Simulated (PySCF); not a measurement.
Molfile (atoms numbered from 1):
```
C8H9P
     RDKit          3D

 18 19  0  0  0  0  0  0  0  0999 V2000
    2.6937   -0.1767   -0.3351 C   0  0  0  0  0  0  0  0  0  0  0  0
    2.0824    0.9239    0.2622 C   0  0  0  0  0  0  0  0  0  0  0  0
    0.7032    1.0208    0.4434 C   0  0  0  0  0  0  0  0  0  0  0  0
   -0.2244    0.0499    0.0592 C   0  0  0  0  0  0  0  0  0  0  0  0
   -1.6631    0.3122    0.3270 C   0  0  0  0  0  0  0  0  0  0  0  0
   -2.6090   -0.8015    0.7102 C   0  0  0  0  0  0  0  0  0  0  0  0
   -2.7385   -0.1556   -0.6248 C   0  0  0  0  0  0  0  0  0  0  0  0
    0.2480   -1.4543   -0.7206 P   0  0  0  0  0  0  0  0  0  0  0  0
    1.9685   -1.2693   -0.7981 C   0  0  0  0  0  0  0  0  0  0  0  0
    3.7830   -0.1781   -0.4420 H   0  0  0  0  0  0  0  0  0  0  0  0
    2.7090    1.7512    0.6054 H   0  0  0  0  0  0  0  0  0  0  0  0
    0.3165    1.9272    0.9235 H   0  0  0  0  0  0  0  0  0  0  0  0
   -1.8456    1.2764    0.8124 H   0  0  0  0  0  0  0  0  0  0  0  0
   -3.3593   -0.5877    1.4760 H   0  0  0  0  0  0  0  0  0  0  0  0
   -2.1853   -1.8098    0.7543 H   0  0  0  0  0  0  0  0  0  0  0  0
   -2.4027   -0.7186   -1.5015 H   0  0  0  0  0  0  0  0  0  0  0  0
   -3.5817    0.5153   -0.8092 H   0  0  0  0  0  0  0  0  0  0  0  0
    2.5181   -2.0988   -1.2563 H   0  0  0  0  0  0  0  0  0  0  0  0
  1  2  2  0
  2  3  1  0
  3  4  2  0
  4  5  1  0
  5  6  1  0
  6  7  1  0
  4  8  1  0
  8  9  2  0
  9  1  1  0
  7  5  1  0
  1 10  1  0
  2 11  1  0
  3 12  1  0
  5 13  1  0
  6 14  1  0
  6 15  1  0
  7 16  1  0
  7 17  1  0
  9 18  1  0
M  END
```

PySCF 2.14 calculation with shielding tensors at B3LYP/pcSseg-1 (GIAO) and geometry from PBE0-D3(BJ)/def2-SVP; relativity neglected, in vacuum, a single conformation, equivalent nuclei averaged.

Referencing at the same level of theory: ¹³C (σref 179.24) and ¹H (σref 31.38) vs TMS; H3PO4 for ³¹P (σref 297.42).

| atoms | nucleus | count | δ (ppm) |
| --- | --- | --- | --- |
| C4 | ¹³C | 1 | 193.7 |
| C6/C7 | ¹³C | 2 | 22.1 |
| H12 | ¹H | 1 | ? |
| C9 | ¹³C | 1 | 165.8 |
| H14/H17 | ¹H | 2 | ? |
| H11 | ¹H | 1 | ? |
| H18 | ¹H | 1 | 8.71 |
| C1 | ¹³C | 1 | 136.3 |
| H10 | ¹H | 1 | 7.59 |
| C5 | ¹³C | 1 | 25.4 |
| H13 | ¹H | 1 | ? |
| P8 | ³¹P | 1 | 213.4 |
| C3 | ¹³C | 1 | 138.7 |
| C2 | ¹³C | 1 | ? |
| H15/H16 | ¹H | 2 | 0.96 |

Task: Estimate the values marked ?.

Result: 
- C2: 134.2 ppm, aromatic CH; the aromatic region
- H12: 7.65 ppm, hydrogen on an aromatic CH; ring-current deshielding
- H11: 7.31 ppm, hydrogen on an aromatic CH; ring-current deshielding
- H13: 1.70 ppm, hydrogen on a three-membered-ring carbon
- H14/H17: 1.35 ppm, hydrogen on a three-membered-ring carbon; cyclopropane-type protons are shielded by the ring

Shifts are as computed. Against solution values, carbons near 30 ppm lie about +2 ppm off and those near 130 ppm about +6 ppm. Of 1309 compounds with measured shifts, 239 miss one by over three times the rms of a fit or turn the order of signals round; such compounds aren't used in these exercises. Experimental scales use liquid or dissolved standards, which lie at an offset from isolated H3PO4.
